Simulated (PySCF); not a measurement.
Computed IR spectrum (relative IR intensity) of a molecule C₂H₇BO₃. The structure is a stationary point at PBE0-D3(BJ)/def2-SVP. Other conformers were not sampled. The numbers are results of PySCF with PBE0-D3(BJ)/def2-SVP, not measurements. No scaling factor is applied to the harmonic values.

| ν (cm⁻¹) | relative intensity |
|---|---|
| 301 | 29 |
| 358 | 16 |
| 390 | 6.6 |
| 477 | 6.0 |
| 515 | 48 |
| 532 | 9.2 |
| 636 | 23 |
| 764 | 7.1 |
| 814 | 5.0 |
| 967 | 12 |
| 995 | 42 |
| 1030 | 26 |
| 1057 | 17 |
| 1122 | 49 |
| 1139 | 2.4 |
| 1214 | 14 |
| 1296 | 5.2 |
| 1370 | 21 |
| 1407 | 11 |
| 1426 | 87 |
| 1435 | 12 |
| 1471 | 100 |
| 3020 | 4.5 |
| 3028 | 16 |
| 3086 | 5.1 |
| 3116 | 12 |
| 3879 | 8.8 |
| 3889 | 26 |
| 3934 | 27 |

Question: Identify the compound among the candidates.
A) OCB(O)CO
B) COB(O)CO
C) OCCB(O)O
D) CCOB(O)O

Answer: C, OCCB(O)O
